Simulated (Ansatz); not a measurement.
`BCC(C)F` + `SS` → `CC(F)SS` + `BC` at 500 K and 1 bar (substitution at a C–C bond).

Calculated with Ansatz (gas phase, PBE0-D4/def2-TZVP geometries, no zero-point term in ΔE). CCSD(T)/CBS is the MP2 limit (def2-TZVPP, def2-QZVPP) plus CCSD(T) − MP2 in def2-TZVPP, frozen cores. This one scheme is used for every species. Each species was taken in one conformer, which may not be the lowest.

| species | CCSD(T)/CBS energy (Eh) | H − E (kJ/mol) | S (J/(mol·K)) |
| --- | --- | --- | --- |
| `BCC(C)F` | -243.54136 | 324.0 | 393.6 |
| `SS` | -796.74576 | 70.8 | 278.5 |
| `CC(F)SS` | -974.45519 | 225.5 | 400.1 |
| `BC` | -65.83255 | 172.2 | 281.8 |

H − E and S are ideal-gas, rigid-rotor, harmonic terms from PBE0-D4/def2-TZVP, for one conformer and one mirror image of each species. 1 Eh = 2625.50 kJ/mol, R = 8.31446 J/(mol·K).

Q: By hand: ΔE, ΔH, ΔS and ΔG.

A: ΔE = (-974.45519) + (-65.83255) − (-243.54136) − (-796.74576) = -0.00062 Eh = -1.6 kJ/mol. Δ(H − E) = 225.5 + 172.2 − 324.0 − 70.8 = 2.9, so ΔH = 1.3 kJ/mol. ΔS = 400.1 + 281.8 − 393.6 − 278.5 = 9.8 J/(mol·K). ΔG = 1.3 − 500 × (9.8)/1000 = -3.6 kJ/mol.

Q: By hand: the equilibrium constant, and the temperature at which ΔG would vanish if ΔH and ΔS stayed fixed.

A: log₁₀ K = −ΔG/(RT ln 10) = 0.4. ΔG = 0 at ΔH/ΔS = 133 K, though so small a ΔH makes that figure unsure.

TΔS isn't small against ΔH here. The sign of ΔG lies within the doubt. A doubt of 5 kJ/mol in ΔE shifts log₁₀ K by 0.5 here. Other conformers and mirror images would add mixing entropy, several J/(mol·K) or more a flexible species. These are equilibria of isolated gas molecules and say nothing of rates. Largest T1 diagnostic: 0.012 (customary marks: 0.02 for closed shells, 0.045 for open ones).
